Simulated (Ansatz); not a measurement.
The same molecule with X = O, S, Se, Te. Ansatz, PBE0-D4/def2-TZVP geometries, multiplicity 1. Each molecule was computed in one conformer, which needn't be the lowest.

Elements past krypton have def2 core potentials. Scalar relativity is left out up to krypton.

```
 X   molecule  mean X–C bond length / Å  HOMO energy (PBE/def2-TZVPP) / eV  HOMO–LUMO gap (PBE0/def2-TZVPP) / eV  HOMO energy (PBE0/def2-TZVPP) / eV
 O     `CCOC`                     1.402                              -5.78                                  8.73                               -7.36
 S     `CCSC`                     1.801                              -5.00                                  7.31                               -6.22
Se  `CC[Se]C`                     1.946                              -4.81                                  6.34                               -5.96
```

(1) Give the row for X = Te, `CC[Te]C`. (Best estimate.)

## Answers

(1) Ansatz gave: 
| X | molecule | mean X–C bond length / Å | HOMO energy (PBE/def2-TZVPP) / eV | HOMO–LUMO gap (PBE0/def2-TZVPP) / eV | HOMO energy (PBE0/def2-TZVPP) / eV |
| --- | --- | --- | --- | --- | --- |
| Te | `CC[Te]C` | 2.144 | -4.58 | 5.21 | -5.61 |

From O to Te the mean X–C bond length rises at each step, by 0.742 Å in all; the HOMO energy (PBE/def2-TZVPP) rises at each step, by 1.20 eV in all; the HOMO–LUMO gap (PBE0/def2-TZVPP) falls at each step, by 3.52 eV in all; the HOMO energy (PBE0/def2-TZVPP) rises at each step, by 1.75 eV in all. Bonds lengthen as the atom grows down the group.

Spin–orbit coupling is left out; it splits and shifts lone-pair levels of the heavy atoms by tenths of an eV.
